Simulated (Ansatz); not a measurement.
`N[SiH2]S[SiH](N)F`. Total charge 0; spin multiplicity 1. All single points use the PBE0-D4/def2-TZVP geometry. It is one conformer, not always the lowest.

```xyz
13

N    -2.091    0.603   -1.052
Si   -0.549    1.195   -1.483
S     0.920    1.269    0.098
Si    0.672   -0.705    0.813
N     2.041   -1.072    1.738
F    -0.693   -0.806    1.653
H    -2.587    1.007   -0.272
H    -2.262   -0.389   -1.102
H    -0.056    0.319   -2.572
H    -0.623    2.612   -1.907
H     0.487   -1.696   -0.271
H     2.181   -1.982    2.142
H     2.561   -0.356    2.215
```

(1) What is the dipole moment at B3LYP/def2-TZVPP? (Estimate.)

(2) And with PBE, r2SCAN, ωB97M-V? (An estimate is asked.)

(3) Give the Mulliken charges with B3LYP, ωB97M-V, PBE in def2-TZVPP. (An estimate is asked.)

Results:

(1) The calculation gave: 1.49 D, with components (0.27, -1.22, 0.81) D in this frame, pointing from negative to positive charge.

(2) The calculation gave: PBE 1.51 D, r2SCAN 1.55 D, ωB97M-V 1.53 D.

(3) The calculation gave: 
| atom | B3LYP | ωB97M-V | PBE |
| --- | --- | --- | --- |
| N1 | -0.37 | -0.35 | -0.35 |
| Si2 | 0.42 | 0.32 | 0.33 |
| S3 | -0.36 | -0.31 | -0.31 |
| Si4 | 0.69 | 0.61 | 0.58 |
| N5 | -0.40 | -0.36 | -0.38 |
| F6 | -0.32 | -0.31 | -0.28 |
| H7 | 0.14 | 0.13 | 0.16 |
| H8 | 0.14 | 0.13 | 0.16 |
| H9 | -0.06 | -0.02 | -0.05 |
| H10 | -0.06 | -0.02 | -0.05 |
| H11 | -0.10 | -0.05 | -0.10 |
| H12 | 0.14 | 0.12 | 0.15 |
| H13 | 0.15 | 0.12 | 0.16 |

B3LYP here is the variant with VWN-RPA as its local correlation; programs differ in this.

Results of the Gaussian-basis code of Ansatz.
